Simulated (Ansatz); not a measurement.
Reaction (redistribution): `C[CH2][Ge][Cl]` + `C[SiH2]N` → `[NH2][Ge][Cl]` + `CC[SiH2]C`

Isolated molecules relaxed with PBE0-D4/def2-TZVP in Ansatz; ΔE leaves out vibrations. CCSD(T)/CBS adds triple-zeta CCSD(T) − MP2 to the extrapolated MP2 energy (def2 sets, frozen cores). Functionals use def2-TZVPP. For Ge outer-core shells are correlated without core-valence functions, which leaves a few kJ/mol of doubt a bond. Scalar relativity is left out up to krypton. Each species was taken in one conformer, which may not be the lowest.

```json
{"level": "B97M-V", "ΔE (kJ/mol)": "-46.8"}
{"level": "CAM-B3LYP-D4", "ΔE (kJ/mol)": "-45.7"}
{"level": "PBE-QIDH", "ΔE (kJ/mol)": "-44.8"}
{"level": "MP2/def2-SVP", "ΔE (kJ/mol)": "-54.6"}
```

Task: What does CCSD(T)/CBS give? (Estimate.)

Result: Ansatz gave: -42.0 kJ/mol. The listed levels differ from it by -4.8, -3.7, -2.8, -12.6 kJ/mol.

Largest T1 diagnostic among the species: 0.013.

In def2-TZVPP, CCSD(T) changes the Hartree–Fock value by −5.5 kJ/mol (the triples alone add −1.7 kJ/mol) and MP2 by −6.2 kJ/mol. Leaving LDA and LC-ωPBE aside and taking each functional with its dispersion term where it has one, the values, not all of them listed here, spread over 8.2 kJ/mol, from revPBE-D4 to BHLYP-D4.
